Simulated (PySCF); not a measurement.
## Dipole polarisabilities along the third row

Calculated with PySCF 2.14 for the ground configurations, without spin-orbit coupling: coupled response for Hartree-Fock and DFT, finite fields for MP2 and CCSD(T), with Mg 1s2; Al [Ne]; Si [Ne]; P [Ne]; S [Ne]; Cl [Ne]; Ar [Ne] frozen. Mean α in bohr³, C₆ of like pairs in atomic units.

```csv
species,α UHF,α PBE,α PBE0,α MP2,α CCSD(T),α recommended (Schwerdtfeger and Nagle),C₆ UHF,C₆ PBE,C₆ PBE0
"Mg [Ne] 3s2 (aug-cc-pCVTZ-DK with one added diffuse shell each of s, p, d, f type, spin-free X2C)",81.10,73.89,74.84,72.41,71.98,71.2 ± 0.4,759.7,658.0,672.7
"Al [Ne] 3s2 3p1 (aug-cc-pCVTZ-DK with one added diffuse shell each of s, p, d, f type, spin-free X2C)",61.74,66.22,62.91,60.61,58.78,57.8 ± 1,560.3,587.1,558.9
"Si [Ne] 3s2 3p2 (aug-cc-pCVTZ-DK with one added diffuse shell each of s, p, d, f type, spin-free X2C)",38.61,41.87,39.93,38.05,37.62,37.3 ± 0.7,318.2,343.8,326.7
"P [Ne] 3s2 3p3 (aug-cc-pCVTZ-DK with one added diffuse shell each of s, p, d, f type, spin-free X2C)",25.48,27.68,26.49,25.15,25.13,25 ± 1,188.6,206.0,196.0
"S [Ne] 3s2 3p4 (aug-cc-pCVTZ-DK with one added diffuse shell each of s, p, d, f type, spin-free X2C)",19.16,21.12,20.15,19.63,19.64,19.4 ± 0.1,130.6,145.5,137.9
"Cl [Ne] 3s2 3p5 (aug-cc-pCVTZ-DK with one added diffuse shell each of s, p, d, f type, spin-free X2C)",14.25,15.77,15.07,14.76,14.80,14.6 ± 0.1,89.34,100.3,95.14
"Ar [Ar] (aug-cc-pCVTZ-DK with one added diffuse shell each of s, p, d, f type, spin-free X2C)",10.77,11.94,11.43,11.23,11.25,11.083 ± 0.007,62.29,70.09,66.63
```

Hartree-Fock lacks correlation. PBE lies above the recommended values here, as self-interaction makes its density too diffuse. MP2 and CCSD(T) carry the error of the frozen core. All values carry a basis error.
